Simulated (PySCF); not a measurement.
cyclopropanecarbaldehyde (C4H6O), SMILES C1C(C1)C=O. Atoms are numbered in the order given.

```xyz
11

O      0.6260     1.6615     0.0000
C     -0.4743     1.1586     0.0000
C     -0.7203    -0.3065     0.0000
C      0.2821    -1.1832     0.7426
C      0.2821    -1.1832    -0.7426
H     -1.3957     1.7972     0.0000
H     -1.7695    -0.6136     0.0000
H     -0.1182    -2.0494     1.2754
H      1.0883    -0.6457     1.2489
H     -0.1182    -2.0494    -1.2754
H      1.0883    -0.6457    -1.2489
```
Charge 0, spin multiplicity 1.

Coordinates come from a B3LYP-D3(BJ)/def2-SVP optimisation. The values are those of a single conformer.

Method: KT2/pcSseg-1 run with PySCF.

GIAO shieldings, no solvent; atoms listed in one row are averaged. δ = σ(ref) − σ: ¹⁷O against H2O (σ = 330.4 ppm); ¹³C against TMS (σ = 185.1 ppm); ¹H against TMS (σ = 31.47 ppm), references at their B3LYP-D3(BJ)/def2-TZVP geometries, non-relativistic.

Computed chemical shifts:
```json
[
 {"nucleus": "¹⁷O", "atoms": "O1", "count": "1", "δ (ppm)": "596.9"},
 {"nucleus": "¹³C", "atoms": "C2", "count": "1", "δ (ppm)": "194.6"},
 {"nucleus": "¹³C", "atoms": "C3", "count": "1", "δ (ppm)": "25.0"},
 {"nucleus": "¹³C", "atoms": "C4, C5", "count": "2", "δ (ppm)": "18.2"},
 {"nucleus": "¹H", "atoms": "H6", "count": "1", "δ (ppm)": "10.42"},
 {"nucleus": "¹H", "atoms": "H7", "count": "1", "δ (ppm)": "1.83"},
 {"nucleus": "¹H", "atoms": "H11, H9", "count": "2", "δ (ppm)": "1.51"},
 {"nucleus": "¹H", "atoms": "H10, H8", "count": "2", "δ (ppm)": "1.25"}
]
```
